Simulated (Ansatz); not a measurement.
A nudged elastic band was laid between two geometries of Cl3HOTi + H2S (9 atoms, charge 0, multiplicity 1).

All numbers below come from RKS B3LYP/def2-SVP in Ansatz.

```
movable images  : 9
climbing image  : yes
spring          : 50.0 eV/Å²
optimiser       : quadratic models (default)
start path      : through a guess of the saddle point
force threshold : 0.03 eV/Å
iteration limit : 52
end points      : relaxed
```

Image 0:

```xyz
9
Properties=species:S:1:pos:R:3
Ti -0.255 0.271 -0.150
O -0.225 0.061 1.590
H -0.113 0.597 2.388
Cl 1.721 0.899 -0.836
Cl -1.683 1.858 -0.620
Cl -0.867 -1.615 -1.093
S 1.625 -3.210 1.843
H 0.840 -3.460 0.770
H 0.807 -2.215 2.256
```

Image 10:

```xyz
9
Properties=species:S:1:pos:R:3
Ti 0.455 -0.424 -0.109
O -0.520 -1.027 1.911
H -1.420 -1.316 1.687
Cl 1.473 0.053 -1.979
Cl 0.495 1.557 0.934
Cl -1.505 -1.207 -0.858
S 2.040 -1.962 0.492
H 1.442 -2.289 1.662
H -0.610 -0.199 2.410
```

(1) What changes between the two ends?

(2) What energy profile does the band end with?

(3) What is the geometry of the highest image?

Answers

(1) Bonds broken: S7–H9. Bonds formed: Ti1–S7, O2–H9. Cl3HOTi + H2S becomes Cl3H3OSTi.

(2) The forces met the threshold. The highest image is number 4 of 0 to 10, 73.3 kJ/mol above the first end and 64.4 kJ/mol above the last; the last end lies 8.9 kJ/mol above the first. Another band between the same ends (9 images) ends at a top of the same energy, where a vibrational analysis finds 1 clearly imaginary mode. The orbitals stay closed-shell, which can raise the energy where a bond breaks towards radicals; this wasn't checked here.

```
image  path coordinate (Å)  energy (kJ/mol)  S7–H9 (Å)  Ti1–S7 (Å)  O2–H9 (Å)
    0                 0.00              0.0       1.35        4.43       2.59
    1                 0.78              0.7       1.35        4.15       2.59
    2                 1.56              2.1       1.35        3.37       2.66
    3                 2.33             13.8       1.36        2.99       1.94
    4                 3.11             73.3       1.64        2.68       1.20
    5                 3.93             38.1       2.43        2.41       0.98
    6                 4.74             33.2       2.60        2.37       0.97
    7                 5.56             26.8       2.68        2.34       0.97
    8                 6.38             21.4       2.91        2.32       0.97
    9                 7.19             14.3       3.32        2.30       0.97
   10                 8.01              8.9       3.72        2.29       0.97
```

(3) 
```xyz
9
Properties=species:S:1:pos:R:3:forces:R:3
Ti 0.061 -0.330 -0.060 0.00 -0.01 0.00
O -0.079 -0.303 1.894 0.01 0.01 0.00
H -0.494 0.353 2.475 -0.01 0.00 0.00
Cl 1.829 0.503 -1.023 0.00 0.00 0.00
Cl -1.360 1.377 -0.081 -0.01 0.00 0.00
Cl -0.968 -1.822 -1.284 0.00 0.00 0.00
S 1.559 -2.221 1.097 0.01 -0.01 -0.01
H 0.594 -3.171 1.076 0.00 0.00 0.00
H 0.708 -1.199 2.055 -0.01 0.00 0.01
```

Run time: 13 min on 4 threads of Arm Neoverse V2, on a shared host, peak memory 0.44 GiB.
